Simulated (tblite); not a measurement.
C6H8ClNS.
Numbering: `[CH3:1][CH2:2][CH2:3][c:4]1[cH:5][c:6]([Cl:7])[s:8][n:9]1` (hydrogens: H10, H11, H12 on C1; H13, H14 on C2; H15, H16 on C3; H17 on C5)

Computed geometry: GFN2-xTB, gas phase.

Problem. Give the optimised bond lengths and angles.

Solution. 
```
                  bond  length (Å)
                 C1–C2       1.523
                 C2–C3       1.535
                 C3–C4       1.492
                 C4–C5       1.416
                 C5–C6       1.366
                C6–Cl7       1.704
                 C6–S8       1.733
                 S8–N9       1.628
                 C4–N9       1.309
C1–H10, C1–H11, C1–H12       1.087
        C2–H13, C2–H14       1.092
        C3–H15, C3–H16       1.091
                C5–H17       1.073
```

Bonds in one row agree within 0.01 Å and their mean is given. A selection of angles:
```
    angle  degrees
 C1–C2–C3    111.7
 C2–C3–C4    111.1
 C3–C4–C5    124.4
 C3–C4–N9    120.4
 C5–C4–N9    115.2
 C4–C5–C6    110.0
C5–C6–Cl7    127.8
 C5–C6–S8    109.5
Cl7–C6–S8    122.8
 C6–S8–N9     93.1
 C4–N9–S8    112.3
```

Dihedral angles: C1–C2–C3–C4 -67° (synclinal); C2–C3–C4–C5 -75° (synclinal). The mirror-image conformer, all signs reversed, is as good.

The 5-membered ring C4–C5–C6–S8–N9 has internal angles of 93.1° to 115.2° (sum 540°, against 540° for a flat polygon); it is planar, 0.00 Å rms from its mean plane, widest ring torsion 0°. N9 (pyridine-type nitrogen) is bent (angle 112.3°). S8 (ring sulfur) is bent (angle 93.1°). Of the pairs four or more bonds apart, C4···H12 is among the closest relative to their van der Waals radii: 2.73 Å, 94 % of the sum of Bondi's values. The 5 C–C bonds span 1.366 Å (C5–C6, aromatic) to 1.535 Å (C2–C3, drawn single), a spread of 0.169 Å.

Point group: C1 (no symmetry element, even within 0.4 Å). Its GFN2-xTB frequencies are all real (lowest 23 cm⁻¹). One conformer, not necessarily the lowest.
